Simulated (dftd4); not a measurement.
CHO₂ (SMILES O=[C]O), doublet, geometry from GFN2-xTB; dftd4 4.2.0 with D4 for tpss.

dftd4 was given this input:
```
$ dftd4 mol.xyz --func tpss --charge 0 --json dftd4.json --noedisp

# file mol.xyz
4

O      0.96524299    -0.68266293    -0.07297714
C      0.27215273     0.25895493     0.16812286
O     -0.97929832     0.51321904    -0.00094281
H     -1.52047372    -0.19817851    -0.41737758
```

Output, abridged:

```
                    ____  _____ _____     ____  _  _
      -------------|  _ \|  ___|_   _|---|  _ \| || |------------
     |             | | | | |_    | | ___ | | | | || |_           |
     |             | |_| |  _|   | ||___|| |_| |__   _|          |
     |             |____/|_|     |_|     |____/   |_|            |
     |             ===================================           |
     |            E. Caldeweyher, S. Ehlert & S. Grimme          |
     |          Mulliken Center for Theoretical Chemistry        |
     |                    University of Bonn                     |
      -----------------------------------------------------------

Rational (Becke-Johnson) damping: tpss-D4-ATM
---------------------
  s6         1.0000
  s8         1.7660
  s9         1.0000
  a1         0.4282
  a2         4.5426
 alp        16.0000
--------------------

Dispersion energy:      -1.7496720670892E-03 Eh

[Info] JSON dump of results written to 'dftd4.json'
```
